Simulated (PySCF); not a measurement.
## One molecule, many inputs

Molecule: 1,2-benzenedithiol (SMILES Sc1ccccc1S); geometry GFN2-xTB.

Geometry:
```csv
atom,x (Å),y (Å),z (Å)
S1,2.529,-0.805,0.335
C2,0.828,-0.340,0.127
C3,-0.181,-1.258,0.384
C4,-1.509,-0.913,0.218
C5,-1.845,0.360,-0.211
C6,-0.848,1.281,-0.464
C7,0.491,0.947,-0.297
S8,1.679,2.207,-0.647
H9,2.275,-2.040,0.759
H10,0.078,-2.254,0.716
H11,-2.277,-1.643,0.425
H12,-2.879,0.636,-0.343
H13,-1.091,2.279,-0.798
H14,2.751,1.542,-0.226
```

All runs: PySCF 2.14.0 with density-fitted response routines, non-relativistic, gas phase unless a solvent (IEF-PCM) is named; grid level 2, GIAOs and SCF threshold 1e-9 unless changed. The yardstick, PBE0/pcSseg-1, gives these isotropic shieldings σ (ppm, equivalent atoms averaged): S1/S8 514.8, C2/C7 49.9, C3/C6 54.1, C4/C5 56.8, H10/H13 24.42, H11/H12 24.56, H9/H14 27.78.

Question: What do these inputs give? (1) solvent acetone; PBE0/6-311G**; aux def2-qzvpp-jkfit; (2) HSE06/ANO-RCC-VDZP; (3) PBE0/pcSseg-1; (4) PBE0/pcseg-1; diis off; max_cycle 90

Answer: 
```tsv
run	outcome	functions	wall time	S1/S8	C2/C7	C3/C6	C4/C5	H10/H13	H11/H12	H9/H14
1	converged	196	37 s	537.8	54.9	58.0	60.7	24.47	24.69	27.42
2	converged	150	2.3 min	587.7	54.8	60.7	64.3	24.33	24.49	27.95
3	converged	180	34 s	514.8	49.9	54.1	56.8	24.42	24.56	27.78
4	not converged	150	96 s	–	–	–	–	–	–	–
```

Times are on 1 thread of an Intel Xeon, shared host.

Question: Comment on the technical settings and failures.

Answer: 
- Run 1: The orbital basis and medium differ from the yardstick's, which in itself moves the values. The other auxiliary basis adds little: it changes only the density-fitting error.
- Run 4: The SCF stopped after 90 cycles without meeting its threshold, with DIIS switched off and the cycle limit at 90, so no response property followed.

Run 4 was set up unsoundly or failed; its numbers aren't to be quoted as properties of the molecule.
